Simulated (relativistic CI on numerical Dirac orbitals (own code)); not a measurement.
**Ta¹⁰⁺: q coefficients and field-shift factors**

Computed by Dirac-Coulomb-Breit CI, KLI orbitals optimised for each configuration, derivatives by finite differences, unscaled Slater integrals, QED left out (own radial code, finite nucleus).

Configurations in the expansion (outside the closed core [Kr] 4d10): 4f13 5s2 5p2, 4f12 5s2 5p3, 4f14 5s2 5p, 4f13 5s 5p3, 4f13 5s2 5p 5d, 4f14 5s 5p2, 4f13 5p4, 4f14 5s2 5d. Levels of other configurations are missing.

With x = (α/α₀)² − 1 an excitation energy changes as ω = ω₀ + qx; K = 2q/ω₀ is the relative enhancement. Terms are leading LS components, so labels can repeat. The field-shift factor is F = δν/δ⟨r²⟩ for the transition from the lowest level.

Lowest level 4f13 5s2 5p2 2F°_7/2.

```tsv
Level	ω₀ (cm⁻¹)	q (cm⁻¹)	K	F (GHz/fm²)
4f13 5s2 5p2 4G°_5/2	18519.1	15100	1.63	0.616
4f12 5s2 5p3 4I°_15/2	40546.7	-84500	-4.17	24.7
4f12 5s2 5p3 4G°_11/2	46965.1	-82600	-3.52	24.4
4f12 5s2 5p3 2G°_9/2	47635.6	-75240	-3.16	23.4
4f12 5s2 5p3 4H°_13/2	51591.5	-78810	-3.06	24.1
4f12 5s2 5p3 4F°_9/2	53618.6	-82630	-3.08	24.5
4f12 5s2 5p3 4G°_7/2	54020.2	-72580	-2.69	23.9
4f12 5s2 5p3 4G°_5/2	56261.7	-73020	-2.6	23.8
4f12 5s2 5p3 4G°_11/2	58052.7	-77980	-2.69	24
4f12 5s2 5p3 4F°_7/2	60180.1	-69640	-2.31	24.2
4f12 5s2 5p3 4I°_13/2	61422.1	-72150	-2.35	25.5
4f14 5s2 5p 2P°_1/2	63814.3	162500	5.09	-26
4f12 5s2 5p3 4H°_9/2	65907.2	-67970	-2.06	24.5
4f12 5s2 5p3 6F°_5/2	66787.9	-74220	-2.22	25.1
4f12 5s2 5p3 4D°_3/2	68496.5	-54700	-1.6	20.8
4f12 5s2 5p3 2F°_5/2	69027.2	-52370	-1.52	22
4f12 5s2 5p3 4H°_11/2	69339.2	-67340	-1.94	24.7
4f12 5s2 5p3 4G°_7/2	72622.6	-69710	-1.92	24.6
4f12 5s2 5p3 2H°_11/2	72683.9	-69770	-1.92	25.5
4f13 5s2 5p2 4F°_9/2	73881.3	36550	0.989	-1.74
4f12 5s2 5p3 4D°_1/2	74571.8	-58040	-1.56	22.8
4f12 5s2 5p3 2F°_7/2	74772.7	-65160	-1.74	24.4
4f13 5s2 5p2 4F°_9/2	74881.2	-2668	-0.0713	14.7
```

At this charge transitions that keep the count of f electrons are usually good to a few per cent. Terms inside the open d or f shell come out 10 to 20 % too wide with unscaled integrals. Levels and lines within the n = 5 or 6 shells can be off by up to 10 % or somewhat more, and those that change n by about 2 %, since core polarisation is missing. Levels that differ in their count of f electrons can be misplaced by several ten thousand cm⁻¹, since the correlation energy of f electrons is missing or only estimated; rates across such gaps can be off by orders of magnitude.
